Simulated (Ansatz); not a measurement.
Ideal-gas functions of CHBrSe, SMILES `[Se]=CBr` at 400 K and 1 bar, from an Ansatz frequency run at PBE0-D4/def2-TZVP.

Molar mass 171.88 g/mol, point group Cs (symmetry number 1), electronic degeneracy 1, moments of inertia 10.645, 414.316, 424.961 u Å². Harmonic wavenumbers (cm⁻¹, unscaled): 207, 605, 759, 946, 1220, 3180.

Use S(trans) = R[1.5 ln M + 2.5 ln T − 1.1517]; rotational temperatures θ = 24.2544 K / I; S(rot) = R[ln(√π/σ · √(T³/θAθBθC)) + 1.5]; for each mode x = 1.438777 ν̃/T, S = R[x/(eˣ − 1) − ln(1 − e⁻ˣ)] and H = RT x/(eˣ − 1); 1 cm⁻¹ = 0.0119627 kJ/mol; R = 8.31446 J/(mol·K).

**Question.** By hand: the entropy, in J/(mol·K).

**Answer.** Translation 179.2. Rotation: θ = 2.2785, 0.0585, 0.0571 K, giving 112.2. Vibration, mode by mode: 10.96, 3.32, 2.14, 1.26, 0.56, 0.00, in all 18.2. Electronic 0.0. Sum 309.6 J/(mol·K).

**Question.** By hand: H − E and G − E in kJ/mol, counted from the electronic energy.

**Answer.** Zero-point energy ½ × 6917 × 0.0119627 = 41.4; thermal vibration 4.4; translation, rotation and pV give 4 RT = 13.3. H − E = 59.1 kJ/mol, and G − E = 59.1 − 400 × 309.6/1000 = -64.7 kJ/mol.

Vibration gives 6 % of the entropy.
